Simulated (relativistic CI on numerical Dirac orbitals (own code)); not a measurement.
## Forbidden lines of Tl⁶³⁺

Computed by Dirac-Coulomb-Breit CI, separate exchange-only KLI orbitals for each configuration, QED by a radiative potential, unscaled Slater integrals (own radial code, finite nucleus).

CI space (outside the closed core [Ne]): 3s2.3p6, 3s2.3p5.3d, 3s.3p6.3d, 3s2.3p5.4s, 3s2.3p5.4p, 3s2.3p5.4d, 3s.3p6.4s, 3s2.3p5.4f, 3p6.3d2, 3p5.3d3, 3p5.3d2.4s, 3p5.3d2.4p, 3p5.3d2.4d, 3p6.3d.4s, 3p5.3d.4s2, 3p5.3d.4s.4p, 3p5.3d.4s.4d. Double excitations out of closed p, d and f shells are left out; levels of such configurations are missing from the list, as are those of other unlisted configurations, and high levels can miss mixing partners. These lack a partner that the ground configuration has and come out too high: 3s2.3p5.4f.

```
λ vac (nm)                 Lower                  Upper  Type   A (s⁻¹)  log gf
   0.45626  3s2.3p5.3d 3P°_0 [2]  3s2.3p5.4s 3P°_2 [99]    E2  5.26e+09   -4.09
   0.45853  3s2.3p5.3d 3P°_1 [3]  3s2.3p5.4s 3P°_2 [99]    E2  1.48e+10   -3.63
   0.45915  3s2.3p5.3d 3F°_3 [4]  3s2.3p5.4s 3P°_2 [99]    E2  1.42e+10   -3.65
   0.45999  3s2.3p5.3d 3D°_2 [5]  3s2.3p5.4s 3P°_2 [99]    E2  1.78e+10   -3.55
   0.47887  3s2.3p5.3d 3F°_4 [6]  3s2.3p5.4s 3P°_2 [99]    E2  4.24e+10   -3.14
   0.48005  3s2.3p5.3d 1D°_2 [7]  3s2.3p5.4s 3P°_2 [99]    E2  6.38e+09   -3.96
   0.48241  3s2.3p5.3d 3D°_3 [8]  3s2.3p5.4s 3P°_2 [99]    E2  1.82e+10   -3.50
   0.52052  3s2.3p5.3d 3F°_4 [6]     3p5.3d3 3H°_6 [87]    E2  2.03e+06   -6.97
    1.0067   3s.3p6.3d 1D_2 [17]      3p6.3d2 1S_0 [28]    E2  3.21e+09   -4.31
    1.0147   3s.3p6.3d 3D_1 [14]      3p6.3d2 3P_1 [23]    E2  1.39e+09   -4.19
    1.0198   3s.3p6.3d 3D_1 [14]      3p6.3d2 3P_2 [21]    E2  9.53e+08   -4.13
    1.0214   3s.3p6.3d 3D_2 [15]      3p6.3d2 3P_1 [23]    E2  1.70e+08   -5.10
    1.0235   3s.3p6.3d 3D_2 [15]      3p6.3d2 1G_4 [22]    E2  1.25e+09   -3.75
    1.0261   3s.3p6.3d 3D_3 [16]      3p6.3d2 3F_4 [24]    E2  1.77e+09   -3.60
    1.0265   3s.3p6.3d 3D_2 [15]      3p6.3d2 3P_2 [21]    E2  4.71e+08   -4.43
    1.0304   3s.3p6.3d 3D_1 [14]      3p6.3d2 3F_3 [20]    E2  5.70e+08   -4.20
    1.0306   3s.3p6.3d 1D_2 [17]      3p6.3d2 1D_2 [25]    E2  2.28e+09   -3.74
    1.0373   3s.3p6.3d 3D_2 [15]      3p6.3d2 3F_3 [20]    E2  9.47e+08   -3.97
    1.0398   3s.3p6.3d 1D_2 [17]      3p6.3d2 3F_4 [24]    E2  1.05e+09   -3.81
    1.1182   3s.3p6.3d 3D_2 [15]      3p6.3d2 3P_0 [19]    E2  1.79e+09   -4.47
    1.1245   3s.3p6.3d 3D_3 [16]      3p6.3d2 3P_1 [23]    E2  8.10e+08   -4.34
    1.1270   3s.3p6.3d 3D_3 [16]      3p6.3d2 1G_4 [22]    E2  3.91e+08   -4.17
    1.1306   3s.3p6.3d 3D_3 [16]      3p6.3d2 3P_2 [21]    E2  6.54e+08   -4.20
    1.1391   3s.3p6.3d 3D_1 [14]      3p6.3d2 3F_2 [18]    E2  5.45e+08   -4.28
    1.1436   3s.3p6.3d 1D_2 [17]      3p6.3d2 1G_4 [22]    E2  5.45e+08   -4.02
    1.1438   3s.3p6.3d 3D_3 [16]      3p6.3d2 3F_3 [20]    E2  4.79e+08   -4.18
    1.1474   3s.3p6.3d 3D_2 [15]      3p6.3d2 3F_2 [18]    E2  1.06e+09   -3.98
    1.1609   3s.3p6.3d 1D_2 [17]      3p6.3d2 3F_3 [20]    E2  2.28e+08   -4.49
    2.2692  3s2.3p5.3d 3F°_4 [6]  3s2.3p5.3d 3F°_3 [13]    M1  9.13e+08   -3.31
    2.2931  3s2.3p5.3d 3F°_4 [6]  3s2.3p5.3d 3P°_2 [12]    E2  3.83e+07   -4.82
    2.2960  3s2.3p5.3d 1D°_2 [7]  3s2.3p5.3d 3F°_3 [13]    M1  1.12e+08   -4.21
    2.3200  3s2.3p5.3d 3P°_1 [3]  3s2.3p5.3d 3F°_2 [10]    M1  6.60e+07   -4.57
    2.3204  3s2.3p5.3d 1D°_2 [7]  3s2.3p5.3d 3P°_2 [12]    M1  5.39e+08   -3.66
    2.3360  3s2.3p5.3d 3F°_3 [4]  3s2.3p5.3d 3F°_2 [10]    M1  9.50e+08   -3.41
    2.3510  3s2.3p5.3d 3D°_3 [8]  3s2.3p5.3d 3F°_3 [13]    M1  3.76e+08   -3.66
    2.3580  3s2.3p5.3d 3D°_2 [5]  3s2.3p5.3d 3F°_2 [10]    M1  3.35e+08   -3.86
    2.3766  3s2.3p5.3d 3D°_3 [8]  3s2.3p5.3d 3P°_2 [12]    M1  4.16e+08   -3.75
    2.5398  3s2.3p5.3d 1P°_1 [9]  3s2.3p5.3d 3P°_2 [12]    M1  3.93e+08   -3.72
    9.8960  3s2.3p5.3d 3D°_2 [5]   3s2.3p5.3d 3D°_3 [8]    M1  8.55e+06   -4.06
    10.150    3p5.3d3 5G°_5 [54]     3p5.3d3 3H°_6 [87]    M1  1.11e+07   -3.65
    10.226  3s2.3p5.3d 3P°_1 [3]   3s2.3p5.3d 1D°_2 [7]    M1  6.34e+06   -4.30
    10.418    3p5.3d3 3H°_6 [37]     3p5.3d3 3I°_7 [57]    M1  5.14e+06   -3.90
    10.510    3p5.3d3 5G°_6 [56]     3p5.3d3 3H°_6 [87]    M1  1.10e+07   -3.63
    11.148  3s2.3p5.3d 3F°_3 [4]   3s2.3p5.3d 3F°_4 [6]    M1  7.90e+06   -3.88
    11.171    3p5.3d3 3H°_6 [37]     3p5.3d3 5G°_6 [56]    M1  8.87e+06   -3.67
```

Terms are leading LS components. Brackets give the number of a level in order of energy, since labels repeat. The list gives strong lines, with weight on those to low levels, among the lowest 200 of 1246 levels, so that lines to higher ones, which can be the strongest, are missing. Levels whose partners in the same complex of configurations lie outside the list can be far off, and so can their lines. Rates are taken at the computed energies, electric ones in the length gauge.

At this charge energies of transitions that change n are usually good to better than 1 %, and those within a shell (Δn = 0) to a few per cent.

LS names give the leading component of a level, which can be under half, so a name can repeat, a term be missing and a line seem to break the LS rules.
